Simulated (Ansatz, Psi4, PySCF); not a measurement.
Br2Hg, singlet, geometry from GFN2-xTB (such geometries of metal compounds can be far from the true shape) (core potentials on Hg). Base run: R2SCAN/def2-SVP run with PySCF.

The PySCF input:
```python
from pyscf import gto, scf, dft

mol = gto.M(
    atom='''
Hg    0.000000    0.000000    0.000000
Br    0.000000    0.000000    2.423225
Br   -0.000000   -0.000000   -2.423225
''',
    basis='def2-svp',
    ecp={'Hg': 'def2-svp'},
    charge=0,
    spin=0,
    verbose=4,
)

mf = dft.RKS(mol)
mf.xc = 'r2scan'
mf.kernel()
```

The same geometry, method and basis name were run in Ansatz (a quantum-chemistry and plane-wave program) and Psi4 and PySCF, at each program's defaults and at the settings that a row names. The base is PySCF at its defaults. Differences at the defaults can come from grids, fitting, cores and function types together.

```csv
code and settings,ΔE vs base (µEh),basis functions,E (Eh),SCF cycles
"PySCF, defaults (exact integrals, its default grid, spherical functions)",0.0,96,-5301.30141,10
"Psi4, defaults (density fitting with its default set, its default grid, spherical functions)",…,96,…,9
"Ansatz, defaults (factorised integrals, its default grid, spherical functions)",-174,96,-5301.30158,-
"PySCF, density fitting with def2-universal-jkfit",-45.6,96,-5301.30145,10
"PySCF, fine grid",-128,96,-5301.30154,10
"Psi4, exact integrals, spherical functions, fine grid",-9.2,96,-5301.30142,10
"Ansatz, high accuracy",-172,96,-5301.30158,-
```

Problem. Some entries are withheld; supply them.

Solution. 
- Psi4, defaults (density fitting with its default set, its default grid, spherical functions), ΔE vs base (µEh): -4687
- Psi4, defaults (density fitting with its default set, its default grid, spherical functions), E (Eh): -5301.30610
